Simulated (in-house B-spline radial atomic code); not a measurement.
Radial electron density of the arsenic ion As³⁺, [Ar] 3d10 4s1 5p1. Level of theory: Dirac-Hartree-Fock, average of configuration, Fermi nucleus of rms radius 4.0968 fm; calculated with an all-electron radial atomic-structure program (B-spline basis).

Columns: r (bohr), 4πr²n(r) (electrons per bohr), bar.

```
 0.00178    1.051 #
 0.00221    1.555 #
 0.00274     2.28 ##
  0.0034    3.319 ###
 0.00422    4.782 ####
 0.00524    6.807 ######
  0.0065    9.518 #########
 0.00806    13.04 ############
    0.01    17.45 ################
  0.0124    22.64 #####################
  0.0154    28.34 ##########################
  0.0191    33.86 ################################
  0.0237    38.31 ####################################
  0.0294    40.68 ######################################
  0.0365    40.31 ######################################
  0.0453    37.57 ###################################
  0.0562    34.24 ################################
  0.0697    33.06 ###############################
  0.0864       36 ##################################
   0.107    42.14 #######################################
   0.133    47.24 ############################################
   0.165    46.01 ###########################################
   0.205    37.65 ###################################
   0.254    28.05 ##########################
   0.315     24.4 #######################
   0.391    27.63 ##########################
   0.485    30.97 #############################
   0.602    28.06 ##########################
   0.747    19.58 ##################
   0.927    10.69 ##########
    1.15    4.926 #####
    1.43    2.239 ##
    1.77     1.11 #
     2.2   0.4624 
    2.72   0.1821 
    3.38   0.2395 
    4.19   0.3351 
     5.2   0.2409 
    6.46  0.08383 
    8.01  0.01335 
    9.94 0.0008358 
    12.3 1.815e-05 
    15.3 9.036e-08
```

On this grid the curve has 4 maxima, near 0.0294, 0.133, 0.485, 4.19 bohr.

The 4s1/2 radial function P(r) = rR(r), positive near the nucleus, with its small component Q(r) (sign convention: Q ≈ (P' + κP/r)/2c):

```tsv
r (bohr)	P	Q
0.000606	0.01038	-0.001267
0.000933	0.01561	-0.001917
0.00144	0.02338	-0.002889
0.00221	0.03451	-0.004297
0.0034	0.05032	-0.006336
0.00524	0.0718	-0.009202
0.00806	0.09858	-0.013
0.0124	0.1274	-0.01766
0.0191	0.1483	-0.02252
0.0294	0.1405	-0.02591
0.0453	0.07448	-0.02493
0.0697	-0.06442	-0.01667
0.107	-0.2203	-0.001807
0.165	-0.2289	0.01178
0.254	0.05169	0.01231
0.391	0.3927	0.0002474
0.602	0.2555	-0.008103
0.927	-0.398	-0.004865
1.43	-0.8696	0.001478
2.2	-0.6323	0.002969
3.38	-0.1669	0.0009936
5.2	-0.01104	7.226e-05
```
